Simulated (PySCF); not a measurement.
GeH₃F, SMILES [F][GeH3]. Atoms are numbered in the order given.

```xyz
5

Ge     0.0000     0.0000    -0.3271
F      0.0000     0.0000     1.4149
H      1.2747    -0.7360    -0.7559
H      0.0000     1.4719    -0.7559
H     -1.2747    -0.7360    -0.7559
```
Charge 0, spin multiplicity 1.

Geometry optimised at PBE0-D3(BJ)/def2-TZVP.

Calculation: PBE0-D3(BJ)/def2-TZVP run with PySCF.

Frequencies are harmonic and unscaled.

Modes within 1.5 cm⁻¹ of each other (mostly degenerate sets) share a row, with their intensities summed.

| mode | ν (cm⁻¹) | IR (km/mol) | Raman (Å⁴/amu) | depolarisation | moving atoms (share of kinetic energy) |
|---|---|---|---|---|---|
| 1–2 | 636 | 81.3 | 22.1 | 0.75 | H 90 % |
| 3 | 699 | 108.9 | 3.2 | 0.33 | F 77 %, Ge 22 % |
| 4–5 | 870 | 119.5 | 29.5 | 0.75 | H 98 % |
| 6 | 873 | 70.6 | 5.1 | 0.62 | H 96 % |
| 7 | 2179 | 23.1 | 307.4 | 0.04 | H 100 % |
| 8–9 | 2188 | 243.7 | 140.8 | 0.75 | H 98 % |
